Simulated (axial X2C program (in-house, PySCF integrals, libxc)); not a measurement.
## Spin–orbit effects down a group: molecules with Ca (ions), MP2

Computed with an in-house all-electron X2C program for linear molecules (integrals from PySCF), spin-free (one-electron X2C) or two-component (2c: spin–orbit coupling with atomic mean-field Coulomb and Gaunt terms, which also bring small scalar terms), in Dyall basis sets with cores contracted in-house; open shells are unrestricted.

Basis sets: Ca dyall-cv3z, H dyall-v3z, Li dyall-cv3z, Na dyall-cv3z. Frozen shells (counts by l): CaH⁺ Ca 2s1p, H none, 10 electrons correlated; LiCa⁺ Ca 2s1p, Li 1s, 10 electrons correlated; NaCa⁺ Ca 3s2p, Na 2s1p, 2 electrons correlated. Where the outer core of a metal is frozen, bonds come out longer and ionisation energies lower. Frozen cores can differ along the series, which adds to the trend.

| molecule | spin-free state | Re (Å) | ωe (cm⁻¹) | De (eV) | 2c state | Re 2c (Å) | ωe 2c (cm⁻¹) | De 2c (eV) |
| --- | --- | --- | --- | --- | --- | --- | --- | --- |
| CaH⁺ | M_S = 0, Λ = 0 | 1.887 | 1549.2 | 1.93 | Ω = 0 | 1.887 | 1549.2 | 1.93 |
| LiCa⁺ | M_S = 0, Λ = 0 | 3.284 | 240.2 | 1.10 | Ω = 0 | 3.284 | 240.2 | 1.10 |
| NaCa⁺ | M_S = 0, Λ = 0 | 3.653 | 129.9 | 0.85 | Ω = 0 | 3.653 | 129.9 | 0.85 |

Work out the shifts from the spin-free to the two-component result.



```tsv
molecule	2c state	ΔRe (Å)	Δωe (cm⁻¹)	ΔDe (eV)
CaH⁺	Ω = 0	0.000	0.0	0.00
LiCa⁺	Ω = 0	0.000	0.0	0.00
NaCa⁺	Ω = 0	0.000	0.0	0.00
```

Shifts of one unit in the last digit are rounding.

Fragments in 2c: Ca+ + H, Ca + Li+, Ca + Na+. Each entry is the lowest single determinant of a limited PBE0 search at one distance. De goes to single-determinant-based atoms at the same level (for ions the charge split of lowest energy) and is withheld (n/a) where an atom does not fit its ground term or J level. Main or longest-lived isotopes.
